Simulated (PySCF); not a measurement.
arsine cation (AsH3), SMILES [AsH3] (connectivity only; charge and spin as stated), charge +1, multiplicity 2. Atoms are numbered in the order given.

```xyz
4

As     0.0000     0.0000     0.0361
H      1.2441    -0.7183    -0.3971
H     -1.2441    -0.7183    -0.3971
H      0.0000     1.4366    -0.3971
```
Charge +1, spin multiplicity 2.

The structure is a stationary point at B3LYP-D3(BJ)/def2-TZVPD. The multiplicity is an assumed one; other spin states were not compared.

Level of theory: ωB97X/def2-TZVPD (PySCF).

Mulliken values depend strongly on the basis, most of all with diffuse functions as here. ESP charges are fitted to the potential on shells at 1.4 to 2.0 van der Waals radii. Atomic charges (e):

```tsv
atom	Mulliken	meta-Löwdin	ESP fit	Mulliken spin
As1	-0.03	?	0.56	0.95
H2	0.34	?	0.15	0.02
H3	0.34	?	0.15	0.02
H4	0.34	?	0.15	0.02
```

Q: Some entries are withheld; supply them. (Estimate from the structure and the level; the computed values follow.)

A: 
- As1, meta-Löwdin: 0.68
- H2, meta-Löwdin: 0.11
- H3, meta-Löwdin: 0.11
- H4, meta-Löwdin: 0.11
